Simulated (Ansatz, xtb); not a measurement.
## Relative energy of two structures of GaH3OSi

We compare X, `[SiH3][O][Ga]`, a singlet, with Y, a singlet given by its coordinates. Both are isolated molecules in the gas phase, relaxed with PBE-D3(BJ)/def2-SVP.

X (Å):

```yaml
atoms:
  - { symbol: Ga, position_ang: [2.4933, 1.2744, -0.5343] }
  - { symbol: O, position_ang: [0.8164, 0.6100, -0.2432] }
  - { symbol: Si, position_ang: [-0.7136, 0.0052, 0.0224] }
  - { symbol: H, position_ang: [-1.7560, 1.0726, -0.1953] }
  - { symbol: H, position_ang: [-0.8503, -0.5027, 1.4354] }
  - { symbol: H, position_ang: [-1.0080, -1.1366, -0.9171] }
```

Y (Å):

```yaml
atoms:
  - { symbol: Ga, position_ang: [-1.2937, 0.8061, 0.9321] }
  - { symbol: O, position_ang: [-2.6381, -0.4406, 0.2120] }
  - { symbol: Si, position_ang: [-1.5793, -1.6737, 0.0284] }
  - { symbol: H, position_ang: [-0.8440, 1.8070, -0.1853] }
  - { symbol: H, position_ang: [-0.2586, -0.6969, 0.6518] }
  - { symbol: H, position_ang: [-1.4358, 0.9007, 2.4888] }
```

Close contacts (Å): Ga1–O2 1.97, Ga1–Si3 2.65, O2–Si3 1.64, Ga1–H4 1.57, Ga1–H5 1.85, Ga1–H6 1.57, Si3–H5 1.76.

Q: Estimate E(Y) − E(X) at the level CCSD(T)/def2-TZVPP.

A: Calculated at CCSD(T)/def2-TZVPP: E(Y) − E(X) = +1.703 eV, so structure X lies lower.

How the difference moves with the method:

| level | geometry | E(Y) − E(X) (eV) | departure from the last row (eV) | job, with rough time for the two |
| --- | --- | --- | --- | --- |
| PBE-D3(BJ)/def2-SVP | PBE-D3(BJ)/def2-SVP | +1.742 | +0.038 | optimisation, 9.3 s |
| HF/def2-TZVPP | PBE-D3(BJ)/def2-SVP | +2.327 | +0.624 | part of the CCSD(T) run |
| MP2/def2-TZVPP | PBE-D3(BJ)/def2-SVP | +1.755 | +0.051 | part of the CCSD(T) run |
| CCSD(T)/def2-TZVPP | PBE-D3(BJ)/def2-SVP | +1.703 |  | single point, 59 s |

None of the levels shown reverses the order. The largest departure from CCSD(T)/def2-TZVPP is that of HF/def2-TZVPP, 0.624 eV. Levels run at GFN2-xTB geometries aren't shown.

With harmonic frequencies from PBE-D3(BJ)/def2-SVP (ideal gas, rigid rotor, one conformer each, 298.15 K, 1 atm): the zero-point term adds −0.090 eV; ΔH is +1.601 and ΔG +1.632 eV.

The correlated steps freeze 15 core orbitals; the filled d shell of Ga is correlated, in a basis made for valence electrons. Programs: Ansatz 0.2.0; the last row on 2 threads of Arm Neoverse V2 on a shared host.
